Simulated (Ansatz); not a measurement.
Total energies of GaH2(CN) (CH₂GaN) from Ansatz at r2SCAN-D4/def2-TZVPD, gas phase (1 Eh = 27.2114 eV = 2625.5 kJ/mol). The reference geometry is relaxed at PBE-D4/def2-TZVP.

```
                 state   geometry  energy (Eh)
      charge 0 singlet  reference  -2018.85304
     charge -1 doublet  reference  -2018.89358
free Ga atom (doublet)          –  -1924.78982
 free H atom (doublet)          –     -0.49993
 free C atom (triplet)          –    -37.83299
 free N atom (quartet)          –    -54.58108
```

Task: Work out the vertical electron affinity, to the doublet.

Result: E(charge 0 singlet) − E(charge -1 doublet) = -2018.85304 − (-2018.89358) = 0.04054 Eh = 1.10 eV.

Task: What is the binding energy per atom against free atoms?

Result: Atoms: 1 × (-1924.78982) + 2 × (-0.49993) + 1 × (-37.83299) + 1 × (-54.58108) = -2018.20375 Eh. Binding: -2018.20375 − (-2018.85304) = 0.64929 Eh = 17.67 eV, or 3.53 eV for each of 5 atoms (no zero-point energy, no counterpoise term).

At r2SCAN-D4/def2-TZVPD the highest occupied level of the charge -1 doublet lies above zero (up to 1.30 eV). By energy differences its removal costs 1.10 eV (vertical, to the charge 0 singlet, at r2SCAN-D4/def2-TZVPD); a positive level beside a positive removal energy at the same level points to self-interaction error.
